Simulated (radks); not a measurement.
The strontium ion Sr+ inside a hard spherical wall (all orbitals vanish at R), configuration held at [Kr] 5s1 and not refilled when levels cross. Method: scalar-relativistic Kohn-Sham, LDA (Slater exchange, Perdew-Wang correlation), spin-polarised, spherical densities, point nucleus; open shells are filled with parallel spins first (spin-orbit coupling, left out, can overturn this in heavy ions); computed with a radial shooting solver on a logarithmic mesh with Libxc functionals. Eigenvalues in eV for spin up, with the zero of energy where the potential of the charges vanishes at infinity; a dash marks a level that is unbound or too diffuse for the functional's potential to be trusted. A positive occupied level is held by the wall or, in an anion where self-interaction has pushed it up, behind a barrier. The pressure on the wall is -dE/dV.

R (bohr),E (hartree),kinetic (hartree),e(3d),e(4s),e(4p),e(5s),"e(4d, empty)","e(5p, empty)",pressure (GPa)
free,-3175.60018,3255.510,-134.68,-47.328,-29.243,-8.868,-7.178,-5.787,0
12,-3175.60015,3255.510,-134.68,-47.326,-29.241,-8.866,-7.176,-5.777,0.000538
7,-3175.58684,3255.602,-134.24,-46.920,-28.852,-8.300,-6.769,-4.543,0.720
6,-3175.55964,3255.738,-133.75,-46.475,-28.431,-7.340,-6.228,-2.878,2.90
5,-3175.47697,3256.090,-132.74,-45.629,-27.633,-4.735,-4.986,1.115,13.1
3,-3173.78960,3262.810,-121.06,-36.998,-18.455,31.500,9.572,45.578,787
2,-3163.37332,3297.020,-85.623,-2.253,21.665,166.63,62.292,190.05,15600
